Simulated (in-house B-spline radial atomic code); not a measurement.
Results of a calculation; reference values are marked as such.
Softness against transferability: the 4s channel of Fe

Fe, [Ar] 3d6 4s2, non-relativistic PBE, spherical and spin-unpolarised, from a B-spline radial code for spherical atoms (atomic units). The all-electron 4s level is ε = -0.191138 hartree, its outermost node lies just inside 1.03 bohr and its outer maximum at 2.45 bohr.

Troullier-Martins pseudo-orbitals are made for several radii. The cutoffs (hartree) are the plane-wave energies beyond which the orbital holds less than the named kinetic energy per electron. The phase error is the difference, pseudo minus all-electron, of arctan(R P'/P) at R = 3.73 bohr for all radii, half a hartree below and above the level.

```csv
r_c (bohr),V_l(0) (hartree),cutoff for 10 mEh,for 1 mEh,for 0.1 mEh,phase error at ε − 0.5 (mrad),at ε + 0.5 (mrad)
1.84,-0.23,2.51,9.86,22,-0.3,-8.6
2.13,1.69,2.51,6.77,11.3,-0.2,-5.6
2.45,1.29,2.42,6.34,10.8,-0.2,-7.3
2.77,0.66,2,3.81,8.99,-0.5,-15.0
3.09,0.24,1.62,3.08,7.37,-1.1,-31.4
3.43,-0.02,0.673,2.51,5.92,-2.3,-61.2
```

Q: Which radius needs the lowest cutoff for 0.1 mEh while both phase errors stay within 15.1 mrad?

A: The radii within that limit are 1.84, 2.13, 2.45, 2.77 bohr; of these r_c = 2.77 needs the least, 8.99 hartree, that is 18 Ry or 245 eV.

Q: What does the larger radius buy, and what does it cost?

A: From r_c = 1.84 to 3.43 bohr the cutoff for 1 mEh goes from 9.86 to 2.51 hartree, a factor of 3.93, against 3.47 for a pure 1/r_c² scaling, end to end; step by step it is 9.86, 6.77, 6.34, 3.81, 3.08, 2.51, and for 0.1 mEh 22, 11.3, 10.8, 8.99, 7.37, 5.92; the number of plane waves goes as the cutoff to the power 3/2, here a factor of 7.8. The larger of the two phase errors is least at r_c = 2.13 bohr, 5.6 mrad; it is 8.6 at the smallest radius and 61.2 at the largest. These errors test the reference atom alone. The smallest radius lies well inside the outer maximum, where the nodeless form must bend sharply to keep the norm, so it is both harder and scatters less well than the next. Large radii also let the cores of neighbours overlap, which an atom doesn't show.
